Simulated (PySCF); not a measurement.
Rigid-rotor lines calculated for a species of formula C8H12Si (commonest isotopes; PBE0-D3(BJ)/def2-SVP geometry optimisation, gas phase in PySCF), labelled J(Ka,Kc):

```csv
transition,MHz
"1(1,1) ← 0(0,0)",3804.0
"2(1,1) ← 1(1,0)",3714.8
"2(0,2) ← 1(0,1)",3684.1
"2(1,2) ← 1(1,1)",3654.2
"1(0,1) ← 0(0,0)",1842.2
```

Problem. Find the rotational constants.

Solution. 1(0,1) ← 0(0,0) is B + C, 2(1,1) ← 1(1,0) is 3B + C and 2(1,2) ← 1(1,1) is B + 3C, so B − C is half the difference of the last two, 30.3 MHz. 1(1,1) ← 0(0,0) is A + C. A = 2898.1, B = 936.3, C = 906.0 MHz.

Problem. What moments of inertia, asymmetry and inertial defect follow?

Solution. I = 505379 MHz·u·Å² over each constant: Ia = 174.38, Ib = 539.78, Ic = 557.83 u·Å²; κ = (2B − A − C)/(A − C) = -0.970 (near-prolate asymmetric top); Δ = Ic − Ia − Ib = -156.33 u·Å².

Problem. Which dipole components do these lines need?

Solution. μa and μb (a-type: ΔKa even, ΔKc odd; b-type: both odd). The calculation gives |μa| = 0.69 D, |μb| = 0.40 D, |μc| = 0.30 D.

Problem. Where do these fall, and of which type are they? 2(2,0) ← 1(1,0); 1(1,0) ← 1(0,1); 1(1,0) ← 0(0,0); 2(2,0) ← 1(1,1); 2(2,1) ← 1(1,0); 2(1,1) ← 2(0,2); 1(1,1) ← 1(0,1); 2(1,1) ← 1(0,1); 2(2,1) ← 2(1,1).

Solution. 
```json
{"transition": "1(1,1) ← 1(0,1)", "MHz": "1962", "type": "c", "branch": "Q"}
{"transition": "1(1,0) ← 1(0,1)", "MHz": "1992", "type": "b", "branch": "Q"}
{"transition": "2(1,1) ← 2(0,2)", "MHz": "2023", "type": "b", "branch": "Q"}
{"transition": "1(1,0) ← 0(0,0)", "MHz": "3834", "type": "c", "branch": "R"}
{"transition": "2(1,1) ← 1(0,1)", "MHz": "5707", "type": "c", "branch": "R"}
{"transition": "2(2,1) ← 2(1,1)", "MHz": "5885", "type": "c", "branch": "Q"}
{"transition": "2(2,1) ← 1(1,0)", "MHz": "9600", "type": "b", "branch": "R"}
{"transition": "2(2,0) ← 1(1,0)", "MHz": "9601", "type": "c", "branch": "R"}
{"transition": "2(2,0) ← 1(1,1)", "MHz": "9631", "type": "b", "branch": "R"}
```

Problem. Which structure gave them?

Solution. `[SiH3]C[C@H]1[C@H]2C=C[C@@H]1C=C2`, point group C1. Three constants can't fix a structure by themselves; this is the one that was computed:
```
atom  x, y, z in Å
Si1    2.993    0.177   -0.275
C2     1.533   -0.205    0.857
C3     0.238    0.486    0.464
C4    -0.411    0.116   -0.907
C5    -0.833   -1.325   -0.598
C6    -1.224   -1.350    0.680
C7    -1.059    0.071    1.229
C8    -2.051    0.963    0.479
C9    -1.663    0.990   -0.800
H10    2.811   -0.445   -1.624
H11    4.259   -0.358    0.315
H12    3.144    1.654   -0.464
H13    1.402   -1.300    0.888
H14    1.815    0.106    1.878
H15    0.375    1.578    0.526
H16    0.196    0.256   -1.812
H17   -0.852   -2.139   -1.323
H18   -1.635   -2.191    1.238
H19   -1.050    0.168    2.322
H20   -2.927    1.436    0.926
H21   -2.147    1.488   -1.641
```

The values belong to one conformer (point group C1) with, in the numbering `[SiH3:1][CH2:2][C@H:3]1[C@H:4]2[CH:5]=[CH:6][C@@H:7]1[CH:8]=[CH:9]2`, Si1–C2–C3–C4 64°. Stationary, but not proved a minimum. Zero-point vibration and centrifugal distortion are left out. A rigid rotor knows nothing of internal rotation, which can split or shift real lines.
